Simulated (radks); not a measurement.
Results of a calculation; reference values are marked as such.
The potassium ion K7+, 12 electrons, occupied as [Ne] 3s2. Code: a radial shooting solver on a logarithmic mesh with Libxc functionals. Model: scalar-relativistic Kohn-Sham, PBEsol, spin-polarised, spherical densities, finite nucleus; Fermi nuclear charge, rms radius 3.4349 fm.

Normalised radial functions P(r) = r R(r), r in bohr:

r	2s
0.008303	0.3369
0.01047	0.4061
0.01321	0.4836
0.01665	0.5672
0.02083	0.6491
0.02628	0.7271
0.03314	0.7858
0.04146	0.8073
0.05228	0.7715
0.06593	0.6517
0.08249	0.4357
0.104	0.0984
0.1312	-0.3406
0.1654	-0.8320
0.207	-1.2752
0.261	-1.5964
0.3292	-1.6861
0.4118	-1.5247
0.5194	-1.1596
0.655	-0.7250
0.8195	-0.3704
1.033	-0.1408
1.303	-0.0379
1.644	-0.0066
2.056	-0.0007
2.593	0.0000
3.27	0.0000

2s: eigenvalue -489.00 eV, 1 radial node at r = 0.110 bohr, <r> = 0.385 bohr, 90 % of the charge inside 0.599 bohr.
